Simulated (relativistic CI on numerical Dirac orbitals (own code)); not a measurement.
## Hyperfine structure of Fe, mass number 57

Calculated at this level of theory: Dirac-Coulomb-Breit CI, orbitals from a KLI potential per configuration, model QED (radiative potential, 1s self-energy scaled to tabulated hydrogen-like ionisation energies), valence Slater integrals scaled by 0.85, P86 correlation energy added to each configuration (own radial code, finite nucleus).

CI space (outside the closed core [Ar]): 3d6.4s2, 3d7.4s, 3d6.4s.4p, 3d8, 3d7.4p, 3d5.4s2.4p, 3d6.4s.4d, 3d7.4d, 3d7.5s, 3d6.4s.5s, 3d7.5p, 3d6.4s.5p, 3d6.4p2, 3d5.4p3. Double excitations out of closed p, d and f shells are left out; levels of such configurations are missing from the list, as are those of other unlisted configurations, and high levels can miss mixing partners.

Nuclear spin I = 1/2, μ = 0.09064 μN (tables of Stone and Pyykkö). The electronic factors are computed for point nuclear moments, without core polarisation; leaving it out makes A of s and p electrons in near-neutral atoms 20 to 40 % too small, and it can dominate for d and f shells.

| Level | E (cm⁻¹) | A (MHz) |
| --- | --- | --- |
| 3d6.4s2 5D_4 | 0.0 | 51.64 |
| 3d6.4s2 5D_3 | 409.8 | 39.18 |
| 3d6.4s2 5D_2 | 695.7 | 31.02 |
| 3d6.4s2 5D_1 | 878.9 | 25.96 |
| 3d7.4s 5F_5 | 14266.4 | 105 |
| 3d7.4s 5F_4 | 14695.6 | 95.7 |
| 3d7.4s 5F_3 | 15032.3 | 84.47 |
| 3d6.4s.4p 7D°_5 | 15123.0 | 109.7 |

Levels with J = 0, under 50 % of one LS term, or S terms without an open s electron are left out. Small factors come from cancelling terms and can be off by tens of per cent or more.

Correlation outside the listed configurations is missing or only estimated: errors of thousands of cm⁻¹ between configurations and terms are usual at this charge. Rates and lifetimes follow the computed energies and can be off by large factors. The fine structure of a lone outer electron comes out too small, for d and f at times inverted, and misplaced configurations move strength between like terms. 97 of the 143 excited levels that our extract of the measured tables holds in this range could be paired (the sources list more); they are missed by 4761 cm⁻¹ on average and 11682 at most, and levels without a partner can miss by more.

**Question.** Give the hyperfine levels of 3d6.4s2 5D_4 relative to its centre of gravity.

**Answer.** With K = F(F + 1) − I(I + 1) − J(J + 1), E = AK/2: F = 7/2: -129.1, F = 9/2: 103.3 MHz.

LS names give the leading component of a level, which can be under half, so a name can repeat, a term be missing and a line seem to break the LS rules.
